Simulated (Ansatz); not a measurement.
A structure relaxed at PBE0-D4/def2-TZVP, charge 0, multiplicity 1:

| atom | x (Å) | y (Å) | z (Å) |
| --- | --- | --- | --- |
| S1 | 0.362 | 2.357 | -1.930 |
| C2 | 0.664 | 0.807 | -1.603 |
| Si3 | 1.032 | 0.159 | 0.117 |
| Sn4 | -1.178 | -0.768 | 1.052 |
| H5 | 0.605 | 0.075 | -2.416 |
| H6 | 1.546 | 1.261 | 0.967 |
| H7 | 2.026 | -0.947 | 0.036 |
| H8 | -1.795 | -1.966 | 0.004 |
| H9 | -2.324 | 0.488 | 1.182 |
| H10 | -0.937 | -1.465 | 2.591 |

Question: Give its formula and SMILES.

Answer: CH6SSiSn, `S=C[SiH2][SnH3]`.

Question: Summarise the bond lengths by kind.

Answer: 1 × C–S 1.613 Å; 1 × C–Si 1.875 Å; 1 × C–H 1.095 Å; 1 × Si–Sn 2.572 Å; 2 × H–Si 1.483 to 1.490 Å; 3 × H–Sn 1.705 to 1.707 Å.

Program: Ansatz 0.2.0.
